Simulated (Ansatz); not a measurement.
Basis sets compared for cis-[FeF2(H2O)4]+ (FeO₄F₂H₈⁺). The state is a sextet with charge 1. Geometry PBE-D4/def2-SVP. Ansatz on 4 threads of Intel Xeon Platinum 8259CL on a shared host; times are rough, and most runs start from earlier orbitals.

```xyz
15

Fe   -0.034    0.054    0.399
F     1.333    0.362    1.545
O    -1.128   -0.072   -1.464
H    -0.979    0.597   -2.162
H    -2.080   -0.028   -1.234
F    -1.700    0.038    1.127
O     1.537   -0.302   -1.024
H     1.528   -1.069   -1.631
H     2.408   -0.295   -0.577
O    -0.008   -2.056    0.828
H    -0.878   -2.265    1.230
H     0.652   -2.266    1.522
O    -0.187    2.194    0.165
H     0.543    2.621    0.662
H    -1.007    2.488    0.616
```

| level | functions | energy (Eh) | HOMO (eV) | LUMO (eV) | wall time |
| --- | --- | --- | --- | --- | --- |
| HF/STO-3G | 56 | -1745.1234 | -12.08 | 4.13 | 1.3 s |
| PBE-D4/def2-SVP | 155 | -1767.7199 | -10.54 | -9.29 | 4.8 s |
| PBE0-D4/def2-SVP | 155 | -1767.7356 | -13.46 | -8.00 | 7 s |

Problem. Estimate the rows for HF/def2-TZVP, PBE-D4/def2-TZVP, PBE0-D4/def2-TZVP (with forces).

Solution. 
| level | functions | energy (Eh) | HOMO (eV) | LUMO (eV) | wall time |
| --- | --- | --- | --- | --- | --- |
| HF/def2-TZVP | 279 | -1765.6208 | -18.98 | -1.76 | 16 s |
| PBE-D4/def2-TZVP | 279 | -1768.5212 | -10.93 | -9.60 | 9 s |
| PBE0-D4/def2-TZVP (with forces) | 279 | -1768.5278 | -13.71 | -8.10 | 20 s |
